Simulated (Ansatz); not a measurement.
Compare A (`C[SiH2]O[SiH2]N`) with its isomer B (`CO[SiH](N)[SiH3]`).

Gas-phase electronic energies from Ansatz, PBE0-D4/def2-TZVP geometries. CBS: MP2 limit from def2 TZ/QZ plus the TZ coupled-cluster correction, frozen cores. DFT in def2-TZVPP. B3LYP here is the variant with VWN-RPA as its local correlation; programs differ in this. Each species was taken in one conformer, which may not be the lowest.

Problem. Which isomer does CCSD(T)/CBS put lower? Give the gap. (An estimate is asked.)

Solution. The calculation gave: A, by 52.0 kcal/mol.

Problem. Give E(B) − E(A) in kcal/mol with ωB97M-V, PBE0-D4, CCSD/def2-TZVPP, B3LYP-D4, HF/def2-TZVPP, CCSD(T)/def2-TZVPP, MP2/def2-TZVPP. (Best estimate.)

Solution. Ansatz gave: ωB97M-V 51.9, PBE0-D4 47.2, CCSD/def2-TZVPP 52.1, B3LYP-D4 49.7, HF/def2-TZVPP 55.8, CCSD(T)/def2-TZVPP 51.2, MP2/def2-TZVPP 54.5. None reverses the order clearly.

Largest T1 diagnostic: 0.012.

From PBE to PBE0 (25 % exact exchange), in def2-TZVPP and without D4, E(B) − E(A) moves by +2.8 kcal/mol. In def2-TZVPP, CCSD(T) changes the Hartree–Fock value by −4.7 kcal/mol (the triples alone add −0.9 kcal/mol) and MP2 by −1.3 kcal/mol.
